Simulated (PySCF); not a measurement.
NMR data sheet: C₂H₁₃NOSi₄

- Formula: C2H13NOSi4
- SMILES: [SiH3]/C=C(/[SiH3])O[SiH2]N[SiH3]
- InChI: InChI=1S/C2H13NOSi4/c5-1-2(6)4-8-3-7/h1,3H,8H2,5-7H3/b2-1+
- Point group of the computed structure: C1
- Degrees of unsaturation: 1
- Carbon signals: 2
- Proton signals: 6

Structure with atom numbers: `[SiH3:1]/[CH:2]=[C:3](/[SiH3:4])[O:5][SiH2:6][NH:7][SiH3:8]`; H(Xn) means a hydrogen on atom n.

Rapidly exchanging positions averaged, no relativistic terms, one computed conformer, gas phase. Structure optimised with GFN2-xTB; NMR shieldings at PBE0/pcSseg-1/GIAO; PySCF 2.14.

Chemical shifts δ = σref − σ; 1H, 13C, 29Si vs TMS; 15N vs NH3; 17O against H2O, all at this level.

```tsv
carbon	δC, type	δH (multiplicity)	HMBC from (2–3 bonds)	span of the C tensor (ppm)
C2	127.3, CH	5.90 (q)	H(Si4), H(Si1)	219
C3	174.2, C	–	H(C2), H(Si6), H(Si4), H(Si1)	222
```

Other nuclei:
```csv
atoms,nucleus,environment,δ (ppm),σ (ppm)
H(Si6),1H,"hydrogen on a silicon bonded to N, O",5.17,26.55
H(Si8),1H,hydrogen on a silicon bonded to N,4.74,26.98
H(Si4),1H,hydrogen on a silicon bonded to C,4.26,27.45
H(Si1),1H,hydrogen on a silicon bonded to C,4.13,27.59
H(N7),1H,hydrogen on a nitrogen bonded to 2 Si,0.03,31.68
Si6,29Si,"silicon bonded to N, O, 2 H",-31.1,380.3
Si8,29Si,"silicon bonded to N, 3 H",-62.5,411.7
Si4,29Si,"silicon bonded to C, 3 H",-75.9,425.1
Si1,29Si,"silicon bonded to C, 3 H",-91.6,440.7
N7,15N,"nitrogen bonded to 2 Si, H",19.3,248.4
O5,17O,"oxygen bonded to C, Si",159.7,176.4
```

Carbon types of the structure: 1 × C, 1 × CH, leaving 12 H on heteroatoms. δC 174.2: alkene carbon bearing oxygen; an sp2 carbon further deshielded by the attached heteroatom. δC 127.3: β carbon of an enol-ether or enamine type C=C. δH 5.90: hydrogen on a β carbon of an enol-ether or enamine type C=C; attached to an sp2 carbon and in the plane of the double bond. δH 4.26, 4.13: hydrogen on a silicon bonded to C. δH 0.03: hydrogen on a nitrogen bonded to 2 Si; exchangeable; this is the value without hydrogen bonding to other molecules.

OH and NH positions are those of a molecule without intermolecular hydrogen bonds; in solution they move with solvent, concentration and temperature, and exchange usually removes their couplings. Shifts are as computed. Against solution values, carbons near 30 ppm lie about +3 ppm off and those near 130 ppm about +5 ppm. Of 1309 compounds with measured shifts, 239 miss one by over three times the rms of a fit or turn the order of signals round; such compounds aren't used in these exercises. Experimental scales use liquid or dissolved standards, which lie at an offset from isolated NH3 (liquid NH3: subtract about 20 ppm) and H2O (liquid H2O: subtract about 36 ppm). Multiplicities follow the n + 1 count of equivalent neighbours, as no J values were calculated; m marks all less simple cases, F and P coupling included.
